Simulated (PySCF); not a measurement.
CCrO, SMILES [O+]#[C-]->[Cr] (connectivity only; charge and spin as stated), neutral, multiplicity 7. Geometry: B3LYP-D3(BJ)/def2-TZVP. The multiplicity is an assumed one; other spin states were not compared.

Computed with B3LYP-D3(BJ)/def2-TZVP (PySCF).

Harmonic wavenumbers (cm⁻¹): 175, 255, 2027. Rotational constants (GHz): 193.7, 3.483, 3.422; symmetry number 1.

**Question.** Work out the zero-point energy and the ideal-gas rigid-rotor harmonic-oscillator thermochemistry at 298.15 K and 1 atm.

**Answer.** ZPE = ½ Σ hcν = ½ × 2457 cm⁻¹ = 14.70 kJ/mol. H − E(el) = 27.45 kJ/mol. Entropy in J/(mol K): translation 163.40, rotation 93.97, vibration 17.07, spin 16.18, total 290.62. G − E(el) = -59.20 kJ/mol. Cp = 48.48 J/(mol K).
